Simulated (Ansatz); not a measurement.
```yaml
crystal:
  periodic: [false, false, false]
  atoms:
    - {symbol: C, position_ang: [-1.209115, 1.668451, 0.024365]}
    - {symbol: C, position_ang: [-0.122453, 1.025183, 0.434322]}
    - {symbol: C, position_ang: [-0.043098, -0.427954, 0.728822]}
    - {symbol: Ge, position_ang: [0.939268, -1.388112, -0.686004]}
    - {symbol: H, position_ang: [-2.158037, 1.155880, -0.101659]}
    - {symbol: H, position_ang: [-1.188172, 2.728501, -0.197747]}
    - {symbol: H, position_ang: [0.805528, 1.584430, 0.542461]}
    - {symbol: H, position_ang: [-1.037443, -0.873777, 0.807004]}
    - {symbol: H, position_ang: [0.486652, -0.614739, 1.667216]}
    - {symbol: H, position_ang: [2.319386, -0.737971, -0.890105]}
    - {symbol: H, position_ang: [0.148446, -1.310586, -2.002098]}
    - {symbol: H, position_ang: [1.135940, -2.864308, -0.292675]}
basis:
  gaussian: {orbitals: cc-pVTZ-DK, point_charges: [{charge: 1.00, position_ang: [6.778, 0.809, 0.477]}]}
hamiltonian: {xc: {name: B3LYP5}}
scf: {lower_state_search: light}
output: {forces: true}
```

```sh
$ ansatz run in.yaml --threads 4 --pin off --events-out ev --progress --plain --max-ram 10444MiB
```

Output, abridged:

```
Functional definition: B3LYP5
1393 factors; their error is unknown
mean field evaluation 1: about -60341.1804 eV, gradient 6.3e1 eV
mean field evaluation 2: about -60333.1563 eV, gradient 8.1e1 eV
mean field evaluation 4: about -60350.1954 eV, gradient 7.1e0 eV
mean field evaluation 8: about -60350.3099 eV, gradient 5.9e-2 eV
mean field evaluation 16: about -60350.5146 eV, gradient 6.3e-5 eV
mean field -60350.51463578 eV, -2217.8405058167 hartree, gradient 6.3e-5 eV, S^2 0.000000; 0 other end points of the search recorded, 0 dependent functions left out
reference -60350.51491559 eV, -2217.8405160995 hartree; 29, 29 occupied and 216, 216 virtual orbitals, 1393 factors
Total energy: -60350.51491559 eV, -2217.8405160995 hartree
Relativity: scalar
Atom 0 at    -1.209115     1.668451     0.024365 Å, force    -0.071128     0.084469    -0.037573 eV/Å
Atom 1 at    -0.122453     1.025183     0.434322 Å, force     0.013298     0.185093    -0.021624 eV/Å
Atom 2 at    -0.043098    -0.427954     0.728822 Å, force     0.002887    -0.070013     0.200172 eV/Å
Atom 3 at     0.939268    -1.388112    -0.686004 Å, force    -0.249570    -0.305941    -0.171841 eV/Å
Atom 4 at    -2.158037     1.155880    -0.101659 Å, force     0.064029     0.063143     0.008956 eV/Å
Atom 5 at    -1.188172     2.728501    -0.197747 Å, force    -0.029535    -0.067723     0.014800 eV/Å
Atom 6 at     0.805528     1.584430     0.542461 Å, force    -0.048533    -0.000345     0.003779 eV/Å
Atom 7 at    -1.037443    -0.873777     0.807004 Å, force     0.094231    -0.004252    -0.016108 eV/Å
Atom 8 at     0.486652    -0.614739     1.667216 Å, force    -0.058985    -0.016900    -0.018468 eV/Å
Atom 9 at     2.319386    -0.737971    -0.890105 Å, force     0.083927     0.021092     0.004362 eV/Å
Atom 10 at     0.148446    -1.310586    -2.002098 Å, force     0.151374     0.013566     0.091254 eV/Å
Atom 11 at     1.135940    -2.864308    -0.292675 Å, force     0.070576     0.109002    -0.041554 eV/Å
Dipole moment:    -0.241185    -0.020383     0.091152 e Å
```

Hardware: 4 threads of an Intel Xeon Platinum 8488C on a shared host. Wall time 3.3 s, peak host memory 0.75 GiB.
